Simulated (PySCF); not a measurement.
Species: C₅H₁₃ClGeO.
Numbering: `[CH3:1][CH2:2][C@H:3]([CH2:4][CH2:5][Cl:6])[O:7][GeH3:8]` (hydrogens: H9, H10, H11 on C1; H12, H13 on C2; H14 on C3; H15, H16 on C4; H17, H18 on C5; H19, H20, H21 on Ge8)

Computed with PySCF 2.14.0, PBE0-D3(BJ)/def2-SVP geometry optimisation, gas phase.

**Question.** Give the optimised bond lengths and angles.

**Answer.** 
| bond | length (bohr) | order |
| --- | --- | --- |
| C1–C2 | 2.869 | single |
| C2–C3 | 2.878 | single |
| C3–C4 | 2.882 | single |
| C4–C5 | 2.855 | single |
| C5–Cl6 | 3.399 | single |
| C3–O7 | 2.666 | single |
| O7–Ge8 | 3.380 | single |
| C1–H9, C1–H10, C1–H11 | 2.080 | single |
| C2–H12 | 2.085 | single |
| C2–H13 | 2.086 | single |
| C3–H14 | 2.097 | single |
| C4–H15 | 2.087 | single |
| C4–H16 | 2.083 | single |
| C5–H17 | 2.074 | single |
| C5–H18 | 2.075 | single |
| Ge8–H19, Ge8–H20, Ge8–H21 | 2.908 | single |

Bonds in one row agree within 0.02 bohr and their mean is given. Orders are formal, as drawn. A selection of angles:
| angle | degrees |
| --- | --- |
| C1–C2–C3 | 113.2 |
| C2–C3–C4 | 111.9 |
| C2–C3–O7 | 109.6 |
| C4–C3–O7 | 109.5 |
| C3–C4–C5 | 113.8 |
| C4–C5–Cl6 | 112.1 |
| C3–O7–Ge8 | 122.4 |

Dihedral angles: C1–C2–C3–C4 -177° (antiperiplanar); C2–C3–C4–C5 -174° (antiperiplanar); C3–C4–C5–Cl6 -59° (synclinal); C2–C3–O7–Ge8 -122° (anticlinal).

Of the pairs four or more bonds apart, O7···H18 is among the closest relative to their van der Waals radii: 2.56 Å, 94 % of the sum of Bondi's values. O7 (oxygen bonded to C and Ge) is bent (angle 122.4°). Ge8 (germanium bonded to O and 3 H) is distorted tetrahedral (angles from 105.3° to 111.9°).

Point group: C1 (no symmetry element, even within 0.4 Å). No PBE0-D3(BJ)/def2-SVP frequencies stand behind this structure, so it isn't proved a minimum. One conformer, not necessarily the lowest.

Time: 9.2 min wall; peak memory 0.91 GiB. Hardware: an Intel Xeon at 2.50 GHz with one thread (shared host). These figures are those of the optimisation.
